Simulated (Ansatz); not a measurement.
A made-up structure of LiInHCl, singlet:

```
4
angstrom
Li 0.1392 1.0011 0.3343
In -1.4442 -0.2215 -1.4029
Cl -0.1431 -1.6216 -0.4637
H 1.3074 0.8591 1.4035
```

It is relaxed with PBE-D4/def2-SVP and then PBE0-D4/def2-TZVP (Ansatz 0.2.0). Atoms count as bonded within 1.22 times the sum of their covalent radii (H–H: 0.88 Å). The end point is not checked to be a true minimum.

(1) Does its bonding change? (Judge from chemistry; the calculation decides.)

Answers

(1) By the calculation: Yes. Formed: In2–H4; broken: none.

Where it ends: The first stage lowers the energy by 3.10 eV in 20 steps. It ends as LiInHCl ([H]1[Li]2[Cl][In]12):
| atom | x (Å) | y (Å) | z (Å) |
| --- | --- | --- | --- |
| Li1 | 0.9349 | -0.2064 | 0.8372 |
| In2 | -1.2066 | 0.6665 | -0.9993 |
| Cl3 | -0.0219 | -1.6999 | -0.3654 |
| H4 | 0.1529 | 1.2570 | 0.3987 |

Labels in which every atom is bracketed show which atoms are joined, not bond orders.

For scale, one of the runs: PBE0-D4/def2-TZVP relaxation, 107 basis functions, launched by `ansatz run in.yaml --threads 2 --pin off --events-out ev --progress --plain --max-ram 4352MiB`. The run took about 11 s on 2 CPU threads of an Arm Neoverse V2 (shared host).
